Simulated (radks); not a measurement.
Values are calculated unless marked as measured or tabulated.
Pm XXXIV, configuration [Ar] 3d10 (the NIST ground configuration). Level of theory: scalar-relativistic Kohn-Sham, exchange-only r2SCAN, spin-polarised, spherical densities, finite nucleus; meta-GGA in the generalised Kohn-Sham scheme; Fermi nuclear charge, rms radius 4.962 fm (a radial shooting solver on a logarithmic mesh with Libxc functionals).

Unscreened Slater integrals over Kohn-Sham orbitals (eV). They are taken over the spin-up orbitals. Empty in this configuration: 4s.

F0(3d,3d): 107.73
F2(3d,3d): 54.863
F4(3d,3d): 35.287
F0(3d,3p): 100.93
F2(3d,3p): 48.752
G1(3d,3p): 53.764
G3(3d,3p): 35.372
F0(3d,3s): 100.17
G2(3d,3s): 41.070
F0(3d,2p): 138.28
F2(3d,2p): 39.266
G1(3d,2p): 35.524
G3(3d,2p): 20.408
F0(3d,4s): 59.362
G2(3d,4s): 5.6505
F0(3p,3p): 96.896
F2(3p,3p): 48.791
F0(3p,3s): 96.158
G1(3p,3s): 62.927
F0(3p,2p): 129.11
F2(3p,2p): 31.059
G0(3p,2p): 12.297
G2(3p,2p): 13.410
F0(3p,4s): 58.372
G1(3p,4s): 5.9229
F0(3s,3s): 95.632
F0(3s,2p): 125.81
G1(3s,2p): 12.223
F0(3s,4s): 58.217
G0(3s,4s): 4.4875
F0(2p,2p): 285.55
F2(2p,2p): 135.20
F0(2p,4s): 66.645
G1(2p,4s): 3.3661
F0(4s,4s): 47.261
